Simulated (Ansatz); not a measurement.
System: C₅H₅Se, net charge 0, doublet state. It need not be the lowest isomer of its formula. SMILES: [se]1cc(c[c]1)C
Geometry: optimised at B3LYP-D3(BJ)/def2-TZVP (Ansatz, a quantum-chemistry and plane-wave program).

Wanted: atomisation energy (electronic, to ground-state atoms), in kJ/mol. Correlated levels leave the core frozen unless marked. UHF or UKS for open shells. Spin-orbit coupling is left out. The frozen core is the preceding noble-gas configuration, with the filled d and f shells of earlier blocks. Non-relativistic. The coupled-cluster limit lacks core correlation, which all-electron functionals hold. CBS marks a two-point X^-3 extrapolation of the correlation energy; Hartree-Fock from the larger set.

```
level                                program  atomisation energy (kJ/mol)  minus last row
----------------------------  --------------  ---------------------------  --------------
HF/6-31G                              Ansatz                       3176.2         -1469.4
HF/6-31G*                             Ansatz                       3355.6         -1290.0
PBE-D4/def2-TZVPD             Ansatz + dftd4                       4863.8           218.2
BLYP-D4/def2-TZVPD            Ansatz + dftd4                       4681.3            35.7
revPBE-D3(BJ)/def2-TZVPD      Ansatz + dftd3                       4716.7            71.1
r2SCAN-D4/def2-TZVPD          Ansatz + dftd4                       4722.2            76.6
PBE0-D4/def2-TZVP             Ansatz + dftd4                       4754.1           108.5
PBE0/def2-TZVP                        Ansatz                       4728.7            83.1
BHLYP-D4/def2-TZVPD           Ansatz + dftd4                       4502.8          -142.8
r2SCANh-D4/def2-TZVPD         Ansatz + dftd4                       4687.4            41.8
r2SCAN0-D4/def2-TZVPD         Ansatz + dftd4                       4637.7            -7.9
HSE06-D4/def2-TZVPD           Ansatz + dftd4                       4758.9           113.3
LC-wPBE-D4/def2-TZVPD         Ansatz + dftd4                       4700.9            55.3
B2GP-PLYP-D3(BJ)/def2-TZVPD   Ansatz + dftd3                       4621.4           -24.2
B2PLYP/def2-TZVPD                     Ansatz                       4610.9           -34.7
RPA@PBE/cc-pVTZ                       Ansatz                       4281.6          -364.0
RI-MP2/cc-pVQZ                        Ansatz                       4658.8            13.2
CCSD/STO-3G                           Ansatz                       4736.5            90.9
CCSD/6-31G                            Ansatz                       3983.7          -661.9
CCSD/cc-pVQZ                          Ansatz                       4490.2          -155.4
CCSD(T)/CBS(cc-pVTZ,cc-pVQZ)          Ansatz                       4645.6             0.0
```

The UHF reference is spin-contaminated (<S^2> 0.41 over the pure value in the largest basis).
